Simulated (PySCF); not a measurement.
Working out the excitation energy of N

N [He] 2s2 2p3 (4S) → N [He] 2s1 2p4 (4P). Computed with PySCF 2.14 in x2c-QZVPPall (7s4p3d2f1g, 57 functions), with scalar relativity by spin-free X2C-1e. Frozen: nothing. Energies in hartree (1 hartree = 27.21139 eV):

```
            part   N (lower)   N (upper)
             UHF  -54.433700  -54.032728
CCSD correlation   -0.141248   -0.141060
             (T)   -0.002957   -0.003740
```

Q: What does Hartree-Fock give?

A: (-54.032728) − (-54.433700) = 0.400972 hartree = 10.911 eV.

Q: What do CCSD and CCSD(T) give?

A: The CCSD correlation energies differ by 0.000188 hartree = 0.005 eV and the triples by -0.000783 hartree = -0.021 eV, so CCSD gives 10.916 eV and CCSD(T) 10.895 eV.

Measured between the centres of the two terms (NIST): 10.927 eV, so CCSD(T) (valence and next inner shell) is off by -0.032 eV.

What remains against the reference includes basis incompleteness and higher excitations.
